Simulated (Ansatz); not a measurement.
Ansatz (a first-principles code) input:

Ansatz 0.2 input:
```yaml
crystal:
  periodic: [false, false, false]
  atoms:
    - {symbol: Si, position_ang: [0.06011780, -0.00041428, -0.12008584]}
    - {symbol: Cl, position_ang: [0.41115594, -1.60875126, 1.09264030]}
    - {symbol: Cl, position_ang: [0.26758489, 1.69131366, 1.00938054]}
    - {symbol: Cl, position_ang: [1.39456146, 0.01912092, -1.64687463]}
    - {symbol: O, position_ang: [-1.41285836, -0.08080807, -0.76659276]}
    - {symbol: C, position_ang: [-2.64698700, -0.11638217, -0.04849921]}
    - {symbol: H, position_ang: [-3.44654493, -0.16972482, -0.78403857]}
    - {symbol: H, position_ang: [-2.68948976, -0.99456929, 0.59821061]}
    - {symbol: H, position_ang: [-2.76696459, 0.78623524, 0.55328139]}
basis:
  gaussian:
    orbitals: def2-TZVP
hamiltonian:
  xc: {name: HF}
relax: {f_tol: 0.003, max_steps: 100}
```

What final total energy does it print?

-1782.21812 Eh (HF/def2-TZVP). The basis has 228 functions.
